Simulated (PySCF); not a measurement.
**SMILES C#C/C=C(\F)C(=C)F, C6H4F2**

Cartesian coordinates in Å; atom numbers follow the order of the lines, from 1:
```xyz
12

C     3.4232   -0.2443    0.3625
C     2.2901    0.0826    0.0735
C     0.9899    0.5012   -0.2882
C    -0.1400   -0.1324    0.0807
F    -0.1039   -1.2244    0.8306
C    -1.4861    0.2880   -0.2852
C    -2.6121   -0.3298    0.0757
F    -1.5070    1.3859   -1.0410
H     4.4200   -0.5460    0.6260
H     0.8747    1.3940   -0.9075
H    -2.5587   -1.2241    0.6943
H    -3.5808    0.0547   -0.2447
```

The calculation used PySCF, quadratic response CAM-B3LYP/aug-cc-pVDZ first hyperpolarisability, Taylor convention, gas phase. Geometry: PBE0-D3(BJ)/def2-SVP.

Question: Give β for the processes computed.

Answer: In au, Taylor convention; the vector part is βᵢ = ⅓ Σⱼ (βᵢⱼⱼ + βⱼᵢⱼ + βⱼⱼᵢ); β∥ is 3/5 of the vector part along the dipole, the dipole points from − to +:
```tsv
process	λ (nm)	β vector norm	β∥	β HRS	depolarisation ratio
static β(0;0,0)	∞	163.3	-95.6	71.6	4.21
second harmonic β(−2ω;ω,ω)	1907	192.6	-113.8	83.9	4.30
Pockels β(−ω;ω,0)	1907	172.4	-101.2	–	–
second harmonic β(−2ω;ω,ω)	1064	286.2	-171.0	123.0	4.49
Pockels β(−ω;ω,0)	1064	195.0	-115.2	–	–
```

Question: Which lowest excitations, dipole and polarisabilities go with it?

Answer: S1 4.84 eV (f = 0.751); S2 5.13 eV (f = 0.000); S3 5.83 eV (f = 0.002); dipole 0.47 D; isotropic α 86.4 au static, 87.0 au at 1907 nm, 88.4 au at 1064 nm, 88.9 au at 953.5 nm, 95.9 au at 532 nm.
